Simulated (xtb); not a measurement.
WO2Cl, SMILES [O]=[W+](=[O])[Cl], charge +1, multiplicity 1. All values are semi-empirical tight-binding results from xtb (GFN2-xTB unless named), good for trends rather than for accurate numbers. The structure is a stationary point at GFN2-xTB. The spin state was assumed, not searched. The isomer is the one that the SMILES or the coordinates give; other isomers of the formula were not compared.

Optimised geometry:

```xyz
4

W      0.2572     0.1619     0.0000
O      0.8402    -0.5902     1.4168
O      0.8402    -0.5902    -1.4168
Cl    -1.9102    -0.1494     0.0000
```
Charge +1, spin multiplicity 1.

For metal compounds this method's bond lengths and energies can be far off.

Computed properties:
```json
{
  "point_group_as_xtb_finds_it": "Cs",
  "orbital_gap": "1.67 eV",
  "zero_point_energy": "3.4 kcal/mol",
  "G − E(el) at 298.15 K (modified RRHO)": "-16.0 kcal/mol"
}
```

Q: Give the atomic charges and the Wiberg bond orders between heavy atoms. (Estimate from the structure and the level; the computed values follow.)

A: charges (e) W1 1.53, O2 -0.38, O3 -0.38, Cl4 0.23. Bond orders W1–O2 2.05, W1–O3 2.05, W1–Cl4 1.53.
